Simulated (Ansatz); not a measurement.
Z-matrix (Å, degrees):
```
C
Si 1 1.875
C 1 1.553 2 115.4
F 1 1.385 2 113.0 3 -139.3
B 1 1.524 2 120.3 3 67.5
H 2 1.487 1 110.3 3 75.4
H 2 1.487 1 107.3 3 -43.7
H 2 1.483 1 110.1 3 -163.1
H 3 1.093 1 115.4 2 -147.6
H 3 1.085 1 118.1 2 -10.4
Cl 5 1.709 1 148.6 2 92.8
```

Charge 0, multiplicity 1.

List the r2SCAN/def2-TZVPP orbital energies in eV (Ansatz 0.2.0). (Estimate.)

Ansatz gave: Occupied: -2754.16, -1791.14, -666.22, -275.03, -273.45, -255.55, -194.08, -193.98, -193.91, -182.10, -141.63, -96.49, -96.48, -96.47, -31.59, -22.50, -21.17, -16.00, -14.22, -13.57, -12.35, -11.83, -11.15, -10.63, -9.69, -9.38, -9.02, -8.95, -8.70, -7.34, -6.30. Lowest empty: -2.55, 0.02, 0.62, 0.87, 1.17, 1.69, 1.94, 2.39.
